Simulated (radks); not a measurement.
Problem. Species: Au+. Configuration: [Xe] 4f14 5d10 (the NIST ground configuration). All-electron calculation, scalar-relativistic Kohn-Sham, B86b exchange with PBE correlation, spin-polarised, spherical densities, point nucleus. Program: a radial shooting solver on a logarithmic mesh with Libxc functionals. Some entries of the table are withheld. Estimate them.

orbital  occ.  eigenvalue (eV)  <r> (bohr)  <1/r> (bohr^-1)
1s          2        -80803.69     0.01686            95.83
2s          2        -14263.44     0.07111            22.47
2p          6        -12329.59     0.06424              (1)
3s          2              (2)      0.1838            8.327
3p          6        -2812.236      0.1851            7.593
3d         10        -2213.850      0.1677            7.145
4s          2        -738.8233      0.4070            3.568
4p          6        -554.9787      0.4335              (3)
4d         10        -334.4181      0.4583            2.886
5s          2        -116.9051      0.9274            1.459
4f         14         -89.6093      0.4987            2.462
5p          6         -68.3673       1.074            1.236
5d         10         -15.3484       1.575           0.8393

Solution. 
(1) 2p <1/r> (bohr^-1): 19.97
(2) 3s eigenvalue (eV): -3373.041
(3) 4p <1/r> (bohr^-1): 3.221
